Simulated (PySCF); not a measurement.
# Polarisability and C₆ of Si+ (silicon, charge +1)

[Ne] 3s2 3p1, 2P determinant. Computed with PySCF 2.14 in aug-cc-pV(T+d)Z (6s5p4d2f, 55 functions), with no relativity, point nucleus. Coupled (time-dependent) response in atomic units; α is the mean over directions.

```json
{"method": "UHF", "mean α (bohr³)": "19.64", "α xx, yy, zz": "19.20, 20.52, 19.20", "C₆ (like pair)": "105.9", "S(−4)": "156.9"}
{"method": "PBE", "mean α (bohr³)": "19.19", "α xx, yy, zz": "18.51, 20.56, 18.51", "C₆ (like pair)": "101.6", "S(−4)": "151.5"}
{"method": "PBE0", "mean α (bohr³)": "19.16", "α xx, yy, zz": "18.59, 20.29, 18.59", "C₆ (like pair)": "101.7", "S(−4)": "149.2"}
{"method": "PW91", "mean α (bohr³)": "19.10", "α xx, yy, zz": "18.43, 20.45, 18.43", "C₆ (like pair)": "100.9", "S(−4)": "150.0"}
{"method": "M06-L", "mean α (bohr³)": "18.78", "α xx, yy, zz": "18.12, 20.11, 18.12", "C₆ (like pair)": "101.3", "S(−4)": "136.2"}
```

S(−4) is the Cauchy moment in α(ω) = α(0) + S(−4) ω² + …

α(iu) at PBE:

```json
{"u (hartree)": "0", "α(iu) (bohr³)": "19.19"}
{"u (hartree)": "0.0500", "α(iu) (bohr³)": "18.82"}
{"u (hartree)": "0.100", "α(iu) (bohr³)": "17.80"}
{"u (hartree)": "0.200", "α(iu) (bohr³)": "14.66"}
{"u (hartree)": "0.300", "α(iu) (bohr³)": "11.39"}
{"u (hartree)": "0.500", "α(iu) (bohr³)": "6.745"}
{"u (hartree)": "0.750", "α(iu) (bohr³)": "3.840"}
{"u (hartree)": "1.00", "α(iu) (bohr³)": "2.450"}
{"u (hartree)": "1.50", "α(iu) (bohr³)": "1.269"}
{"u (hartree)": "2.00", "α(iu) (bohr³)": "0.8014"}
{"u (hartree)": "3.00", "α(iu) (bohr³)": "0.4325"}
{"u (hartree)": "5.00", "α(iu) (bohr³)": "0.2068"}
```

A single London oscillator, α(iu) = α/(1 + u²/ω²), gives C₆ = (3/4) ω α². Matching the computed C₆ needs ω = 4 × 101.6 / (3 × 19.19²) = 0.368 hartree.

For an ion, C₆ is the dispersion term alone; charge-induced terms of lower order in 1/R come first.

The components differ because the open shell of this determinant is not spherical; for a pure term their mean is the scalar polarisability.
